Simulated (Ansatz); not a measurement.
In₁₂N₁₂H₃₂⁺, a nanocrystal cut from zinc blende InN (hydrogen-capped). Total charge 1; doublet. Geometry PBE-D4/def2-SVP, that of the neutral singlet; atoms count from 1.

```xyz
56

N    -2.814   -1.773    2.241
N     2.118    0.568    3.622
N     3.623   -0.454    0.342
N    -1.652   -3.114   -0.899
N     1.603   -2.371   -1.779
N     0.403   -1.400    1.279
N    -1.939    1.288    1.367
N     1.227    2.041    0.536
N    -0.765    0.103   -1.780
N    -3.938   -0.335   -0.698
N     2.555    0.926   -2.461
N    -0.165    3.506   -2.367
In    0.740   -1.195    3.464
In   -1.144   -2.925    1.194
In   -3.731    0.058    1.451
In    2.172   -2.203    0.318
In    1.489    2.528    2.691
In    3.089    1.601   -0.387
In    0.094   -4.032   -2.018
In   -2.351   -1.371   -1.971
In    0.946   -0.620   -2.897
In   -0.172    0.427    0.275
In    0.392    3.958   -0.224
In   -1.650    1.876   -2.779
H    -3.539   -2.444    2.538
H    -2.344   -1.487    3.121
H     2.198    0.770    4.632
H     3.078    0.304    3.355
H     4.461   -0.764   -0.174
H     3.963   -0.377    1.313
H    -2.380   -3.845   -0.980
H     2.425   -2.752   -2.280
H    -1.586    1.535    2.308
H    -2.116    2.205    0.922
H    -4.853   -0.764   -0.903
H    -3.981    0.601   -1.145
H     3.417    0.581   -2.912
H     2.314    1.758   -3.022
H     0.666    3.398   -2.967
H    -0.600    4.376   -2.715
H     1.640   -2.572    4.052
H    -0.793   -0.614    4.131
H    -0.999   -4.399    2.108
H    -5.165    0.600    2.263
H     3.032   -3.549    1.008
H     2.866    3.587    2.870
H    -0.115    2.714    3.385
H     4.501    2.613   -0.426
H     0.649   -5.355   -1.021
H    -0.377   -4.037   -3.700
H    -3.136   -1.646   -3.501
H     0.882   -0.769   -4.629
H    -1.202    4.155    0.490
H     1.679    5.135   -0.323
H    -3.064    2.315   -1.808
H    -1.650    1.641   -4.510
```

In the def2 sets In takes a core potential; there is no spin–orbit coupling. Single mean-field runs in def2-SVP are fitted with def2-universal-jkfit.

Question: Estimate the Mulliken populations of the heavy atoms from the PBE0/def2-SVP orbitals of Ansatz.

Answer: 
```json
{"atom": "N1", "charge (e)": "-0.51", "spin (α − β)": "0.00"}
{"atom": "N2", "charge (e)": "-0.50", "spin (α − β)": "0.01"}
{"atom": "N3", "charge (e)": "-0.51", "spin (α − β)": "0.00"}
{"atom": "N4", "charge (e)": "-0.70", "spin (α − β)": "0.06"}
{"atom": "N5", "charge (e)": "-0.69", "spin (α − β)": "0.07"}
{"atom": "N6", "charge (e)": "-0.84", "spin (α − β)": "0.32"}
{"atom": "N7", "charge (e)": "-0.51", "spin (α − β)": "-0.01"}
{"atom": "N8", "charge (e)": "-0.86", "spin (α − β)": "0.11"}
{"atom": "N9", "charge (e)": "-0.84", "spin (α − β)": "0.31"}
{"atom": "N10", "charge (e)": "-0.51", "spin (α − β)": "0.00"}
{"atom": "N11", "charge (e)": "-0.51", "spin (α − β)": "0.00"}
{"atom": "N12", "charge (e)": "-0.50", "spin (α − β)": "0.01"}
{"atom": "In13", "charge (e)": "0.46", "spin (α − β)": "0.00"}
{"atom": "In14", "charge (e)": "0.63", "spin (α − β)": "-0.02"}
{"atom": "In15", "charge (e)": "0.65", "spin (α − β)": "0.00"}
{"atom": "In16", "charge (e)": "0.62", "spin (α − β)": "-0.02"}
{"atom": "In17", "charge (e)": "0.42", "spin (α − β)": "0.00"}
{"atom": "In18", "charge (e)": "0.62", "spin (α − β)": "-0.01"}
{"atom": "In19", "charge (e)": "0.42", "spin (α − β)": "-0.01"}
{"atom": "In20", "charge (e)": "0.63", "spin (α − β)": "-0.02"}
{"atom": "In21", "charge (e)": "0.62", "spin (α − β)": "-0.02"}
{"atom": "In22", "charge (e)": "0.96", "spin (α − β)": "-0.06"}
{"atom": "In23", "charge (e)": "0.42", "spin (α − β)": "0.00"}
{"atom": "In24", "charge (e)": "0.46", "spin (α − β)": "0.00"}
```
Mulliken values depend strongly on the basis.

Question: Where does the spin sit?

Answer: Summed by element: N 0.88, In -0.17, H 0.29, of 1 unpaired in all. Largest on single atoms: N6 0.32, N9 0.31, N8 0.11.

Question: And the Mayer bond orders between heavy atoms (over 0.3)?

Answer: N1–In14 0.57 (2.28 Å); N1–In15 0.66 (2.19 Å); N2–In13 0.63 (2.24 Å); N2–In17 0.56 (2.26 Å); N3–In16 0.59 (2.27 Å); N3–In18 0.59 (2.25 Å); N4–In14 0.70 (2.16 Å); N4–In19 0.56 (2.27 Å); N4–In20 0.70 (2.16 Å); N5–In16 0.69 (2.18 Å); N5–In19 0.58 (2.26 Å); N5–In21 0.69 (2.18 Å); N6–In13 0.54 (2.22 Å); N6–In14 0.67 (2.17 Å); N6–In16 0.69 (2.17 Å); N6–In22 0.60 (2.16 Å); N7–In15 0.67 (2.18 Å); N7–In22 0.59 (2.25 Å); N8–In17 0.59 (2.22 Å); N8–In18 0.78 (2.12 Å); N8–In22 0.70 (2.15 Å); N8–In23 0.58 (2.23 Å); N9–In20 0.67 (2.17 Å); N9–In21 0.69 (2.17 Å); N9–In22 0.60 (2.16 Å); N9–In24 0.53 (2.22 Å); N10–In15 0.66 (2.20 Å); N10–In20 0.57 (2.28 Å); N11–In18 0.59 (2.25 Å); N11–In21 0.59 (2.27 Å); N12–In23 0.56 (2.26 Å); N12–In24 0.63 (2.24 Å).
